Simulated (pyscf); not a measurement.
Cl–GeH₃ + GeH₂ [singlet] → Cl–GeH₂–GeH₃, an insertion (singlet surface; Cl–Ge broken, Ge–Ge, Cl–Ge formed). Single points on ωB97X-D3(BJ)/def2-SVP structures (PySCF, gas phase). MP2 and CC: frozen core, UHF for open shells. ΔMP2 is the change of the MP2 total energy from the triple- to the quadruple-zeta basis. Energies in kcal/mol from the separated reactants.

Small-basis levels: PySCF, no dispersion term, spherical d functions. AM1 to PM7: differences of heats of formation from MOPAC, which are fitted to 298 K values and so differ in kind from electronic energies by zero-point and thermal terms. Cost: rough CPU time at the saddle relative to B3LYP/6-31G*+LANL2DZ, from one job on a shared machine.

```tsv
level	barrier	reaction energy	cost
HF/6-31G*+LANL2DZ	18.5	-37.6	0.2
SVWN5/6-31G*+LANL2DZ	-13.2	-54.1	1
BP86/6-31G*+LANL2DZ	-2.5	-45.4	2
PBE/6-31G*+LANL2DZ	-5.3	-48.3	2
B3LYP/STO-3G	-23.8	-97.0	2
B3LYP/LANL2DZ	?	-42.0	0.9
B3LYP/6-31G*+LANL2DZ	4.1	-42.1	1
M06-2X/6-31G*+LANL2DZ	0.5	-45.7	3
B3LYP/6-311+G**+LANL2DZ	5.1	-40.9	2
B3LYP/def2-SVP	?	-42.6	3
PM3	-24.1	-62.3	under 0.02
PM6	-15.5	-61.1	under 0.02
CCSD(T)/def2-TZVPP + ΔMP2(QZVPP)	?	-48.6	–
```

**Question.** Complete the blanks.

**Answer.** 
- B3LYP/LANL2DZ, barrier: 2.8
- B3LYP/def2-SVP, barrier: 0.5
- CCSD(T)/def2-TZVPP + ΔMP2(QZVPP), barrier: -0.6

Against the last row the barrier runs from -23.5 (PM3) to +19.0 kcal/mol (HF/6-31G*+LANL2DZ). CCSD(T)/def2-TZVPP + ΔMP2(QZVPP) has limits of its own. On the reactant side the descent ends in an adduct with a Cl–Ge contact, 12.8 kcal/mol under the separated species and 7.3 kcal/mol under the saddle at ωB97X-D3(BJ)/def2-TZVP. At CCSD(T) the saddle lies under the separated reactants, which points to a path from their complex (located at ωB97X-D3(BJ) alone). What is counted as formed (Cl–Ge) is already present as a longer contact in the reactant adduct; forming that adduct is a step of its own. At ωB97X-D3(BJ)/def2-TZVP the barrier from the zero used here is -5.5 kcal/mol. One saddle was located; it need not be the lowest between these sides. The CCSD(T) − MP2 part came from Ansatz, without density fitting, on the same reference. The frozen core leaves the outer d or s,p core shells of the metals and heavy elements correlated in the MP2 and CC values, and def2-TZVPP describes them poorly, which can shift differences by a few kcal/mol. In the def2 sets elements up to Kr have no core potential.
